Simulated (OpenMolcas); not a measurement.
## OpenMolcas timings: BAsH4 (SMILES B[AsH2])

BAsH4: 6 atoms, total charge 0, spin state singlet. SMILES: `B[AsH2]`. The shape comes from GFN2-xTB, which is rough for such elements, and wasn't checked as a minimum.

```xyz
6

B    -0.0320   -0.8844    0.1749
As    0.5794    0.9917    0.2539
H    -0.7971   -1.3011    0.9593
H     0.4571   -1.6473   -0.5679
H     0.5716    1.2353   -1.2251
H    -0.7789    1.6059    0.4048
```

Program: OpenMolcas 26.06. Hardware: 1 thread of Arm Neoverse V2, shared host, so times are rough. Two-electron integrals are exact unless an approximation is named.

(1) Estimate their order by wall time, quickest first.
A. energy and properties at OLYP/aug-pc-1 (RICD fitting)
B. gradient at HF/STO-3G
C. energy at B2PLYP/pcseg-2, 10 core orbitals frozen, grid UltraFine
D. energy at CCSD(T)/6-31G** (Cartesian functions), 10 core orbitals frozen

Answers

(1) B (1.6 s), A (6.3 s), D (16 s), C (41 s).
